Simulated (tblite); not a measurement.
Compound: C6H10OSi2.
Geometry (GFN2-xTB, Å), atoms numbered from 1 in this order:
```xyz
19
C6H10OSi2 angstrom
O     -1.9545    2.4362    0.0093
C     -0.8628    1.9509    0.0770
C      0.3672    1.9884   -0.8069
C      1.0635    1.0195    0.1740
C      0.7044   -0.4242   -0.1039
Si     1.4778   -1.6850   -1.2466
C     -0.3892   -0.3972    0.6888
Si    -1.7876   -1.5725    1.1014
C     -0.1840    1.0519    1.0914
H      0.2415    1.6382   -1.8293
H      0.8037    2.9862   -0.8251
H      2.0669    1.2675    0.5060
H      2.6179   -2.3109   -0.5711
H      1.9554   -0.9791   -2.4404
H      0.4721   -2.6837   -1.6046
H     -2.7473   -1.5923   -0.0037
H     -1.2143   -2.9047    1.3042
H     -2.4265   -1.0989    2.3295
H     -0.2143    1.3191    2.1425
```

Computed values, GFN2-xTB/tblite, gas phase, harmonic and unscaled. This tight-binding method is rough: wavenumbers can miss measured ones by several per cent, in bad cases by 10 to 20. Modes of hydrogen on silicon can be 10 to 20 % off. The optimisation stopped once no atom felt more than 0.01 eV/Å.

Lowest wavenumbers of the output (negative numbers stand for imaginary wavenumbers):
```
mode    cm-1
  1     -44.3
  2      25.7
  3      69.0
  4      82.2
  5     110.8
  6     140.8
  7     240.8
  8     325.8
```

Question: Is this structure a minimum?

Answer: Not by this Hessian. 1 mode is imaginary beyond 20i (44i cm⁻¹), so at this level the point lies at or near a first-order saddle. The curvature is small, so loose convergence or finite differences may be the whole cause.

Question: Which atoms move in the imaginary mode?

Answer: 44i: H16 (Si–H hydrogen) 33 %, H18 (Si–H hydrogen) 30 %, H17 (Si–H hydrogen) 30 %. These are shares of the mass-weighted motion.

Question: What is the remedy?

Answer: Step along that mode in both directions, optimise again with tighter thresholds and repeat the frequencies. The zero-point energy of this point (80.4 kcal/mol) counts the 50 real modes alone, and thermal corrections from it aren't those of a minimum.
